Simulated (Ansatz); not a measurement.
A run for Ansatz (an electronic-structure program): R-B2PLYP/def2-TZVPPD on H2 (SMILES [H][H]). The basis file is the Basis Set Exchange's JSON of that set.

Ansatz 0.2 input:
```yaml
crystal:
  periodic: [false, false, false]
  atoms:
    - {symbol: H, position_ang: [0.00000000, 0.00000000, 0.37198582]}
    - {symbol: H, position_ang: [-0.00000000, -0.00000000, -0.37198582]}
basis:
  gaussian:
    orbitals: def2-TZVPPD.json
hamiltonian:
  xc: {name: B2PLYP}
magnetization: {spin_polarized: false}
correlation: {electrons: outside_noble_gas}
scf: {lower_state_search: off}
```

Program output:

```
WARN ansatz: RAYON_NUM_THREADS=1 ignored (pool sized by the plan → 1); use --threads N
Functional definition: B2PLYP
these checks for a lower state are left out or cut short: stability, starts, cluster_reference, orbital_swaps, neighbouring_geometries, increment
integrals: 0.00 GiB planned
170 factors; integrals over basis functions are off by at most 1.0e-3 eV
mean field: 0.05 GiB planned
mean field evaluation 1: about -31.5471 eV, gradient 2.6e0 eV
mean field evaluation 2: about -31.5460 eV, gradient 2.6e0 eV
mean field evaluation 4: about -31.5600 eV, gradient 1.5e-2 eV
mean field evaluation 8: about -31.5600 eV, gradient 1.5e-5 eV
mean field -31.55997081 eV, -1.1598075352 hartree, gradient 7.2e-7 eV, S^2 0.000000; 0 other end points of the search recorded, 0 dependent functions left out
reference -31.56005323 eV, -1.1598105641 hartree; 1, 1 occupied and 33, 33 virtual orbitals, 170 factors
second order -1.02607569 eV of doubles, -0.00000000 eV of singles
Total energy: -31.83709367 eV, -1.1699916124 hartree
Checks for a lower state left out: stability, starts, cluster_reference, orbital_swaps, neighbouring_geometries, increment
```

The calculation finished and met its thresholds.

Cost: about 0.23 core-seconds (a rough figure).
